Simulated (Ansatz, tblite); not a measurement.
Isomers of Mg2O2 (singlet), found by a short tight-binding search and relaxed with PBE0-D4/def2-TZVP in Ansatz.

The xTB rows come from tblite.

Run but left out: HF/def2-TZVPP, MP2/def2-TZVPP, CCSD/def2-TZVPP, CCSD(T)/def2-TZVPP (flagged by the program: other roots); BHLYP-D4/def2-TZVP (A: restricted singlet, unstable in another Hartree–Fock run and untested here).

A: The restricted singlet is unstable towards broken spin symmetry in Hartree–Fock (as tested in another run); at PBE-D4/def2-TZVP, r2SCAN-D4/def2-TZVP, PBE0-D4/def2-TZVP, ωB97X-V/def2-TZVP this wasn't settled. It holds 1 O–O bond.

Other spin states were run for one of them alone.

A:

```xyz
4

Mg   -1.419   -0.978   -0.285
Mg    1.226    1.216    0.263
O    -0.035   -0.154    0.784
O     0.228   -0.084   -0.762
```

B:

Cartesian coordinates in Å:
```
Mg -0.614 -0.151 1.012
Mg 0.614 0.150 -1.013
O 0.569 -1.297 0.153
O -0.569 1.298 -0.152
```

Q: Estimate which lies lowest at each level, and how far above it the others are (kJ/mol).

A: 
| level | A | B |
| --- | --- | --- |
| GFN1-xTB | 87.8 | 0.0 |
| GFN2-xTB | 0.0 | 5.0 |
| PBE-D4/def2-TZVP | 232.6 | 0.0 |
| r2SCAN-D4/def2-TZVP | 264.1 | 0.0 |
| PBE0-D4/def2-TZVP | 256.3 | 0.0 |
| ωB97X-V/def2-TZVP | 330.7 | 0.0 |
Point groups (tolerance 0.1 Å): A C2v, B D2h. Lower isomers may exist.
